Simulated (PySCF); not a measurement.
Species: C₅H₇F₃O.
Numbering: `[CH3:1][C@@H:2]1[C@@H:3]([F:4])[C@H:5]1[O:6][CH:7]([F:8])[F:9]`

Probes without a nucleus sit at each ring's centroid and 1 Å off its mean plane on both sides; NICS is minus the shielding there, NICSzz its component along the normal. Level: GIAO PBE0/pcSseg-1 (PySCF, non-relativistic, gas phase) on the PBE0-D3(BJ)/def2-SVP geometry, one conformer.

Ring bond lengths (Å), with Mayer bond orders in brackets: C2–C3 1.491 (0.92), C3–C5 1.504 (0.92), C5–C2 1.500 (0.89).

Q: Give the NICS values of each ring in ppm.

A: 
| ring | type | NICS(0) | NICS(1), two faces | NICS(1)zz, two faces | rms pucker (Å) | centre to ring atoms, mean (Å) |
| --- | --- | --- | --- | --- | --- | --- |
| C2–C3–C5 | 3-membered carbocycle; formal bonds all single | -36.4 | -5.3 / -10.2 | -10.3 / -23.4 | 0.00 | 0.86 |

Q: What do they say, and how far can they be read as aromaticity?

A: 
- C2–C3–C5: mean NICS(1)zz -16.8 ppm, shielded. C2, C3, C5 have four or more neighbours; no verdict on aromaticity is drawn. The two faces differ by 13.1 ppm, so no symmetry operation interchanges them. NICS(0) lies 29 ppm below the mean NICS(1).

Q: What field does 7.05 T along the ring normal induce along that normal at the first NICS(1) probe listed for ring C2–C3–C5, 1 Å off the ring?

A: NICSzz × B0 = -10.3 ppm × 7.05 T = -73 μT, against the applied field.

Q: List the ring angles and the Hirshfeld charges of the ring atoms.

A: 
- C2–C3–C5: C2 60.4° (-0.046 e), C3 60.1° (+0.037 e), C5 59.5° (+0.015 e); sum 180.0° against 180° for a flat convex ring.

Q: What are the shieldings of the ring atoms and their hydrogens in the same run (means over atoms taken as equivalent)?

A: 
```json
{"atoms": "C2", "environment": "three-membered-ring carbon", "σ isotropic (ppm)": "162.7", "principal values of the symmetric part, first atom (ppm)": "138.8, 147.8, 201.3"}
{"atoms": "C3", "environment": "sp3 C–F carbon", "σ isotropic (ppm)": "107.5", "principal values of the symmetric part, first atom (ppm)": "59.3, 82.6, 180.6"}
{"atoms": "C5", "environment": "sp3 carbon bound to oxygen", "σ isotropic (ppm)": "130.1", "principal values of the symmetric part, first atom (ppm)": "96.0, 106.4, 187.9"}
{"atoms": "H on C2", "environment": "methine hydrogen", "σ isotropic (ppm)": "29.93", "principal values of the symmetric part, first atom (ppm)": "23.8, 30.0, 36.0"}
{"atoms": "H on C3", "environment": "methine hydrogen", "σ isotropic (ppm)": "27.41", "principal values of the symmetric part, first atom (ppm)": "22.7, 27.4, 32.1"}
{"atoms": "H on C5", "environment": "methine hydrogen", "σ isotropic (ppm)": "28.47", "principal values of the symmetric part, first atom (ppm)": "22.2, 28.9, 34.3"}
```

Q: How do the values depend on the level or the medium?

A: 
```json
{"level": "PBE0/pcSseg-1, gas", "NICS(0), C2–C3–C5": "-36.4", "mean NICS(1)zz, C2–C3–C5": "-16.8"}
{"level": "wB97X-D/pcSseg-1, gas", "NICS(0), C2–C3–C5": "-36.2", "mean NICS(1)zz, C2–C3–C5": "-16.8"}
```

The geometry is the same throughout.

Conformer computed: `[CH3:1][C@@H:2]1[C@@H:3]([F:4])[C@H:5]1[O:6][CH:7]([F:8])[F:9]`: C3–C5–O6–C7 -74°, C5–O6–C7–F8 -69°.
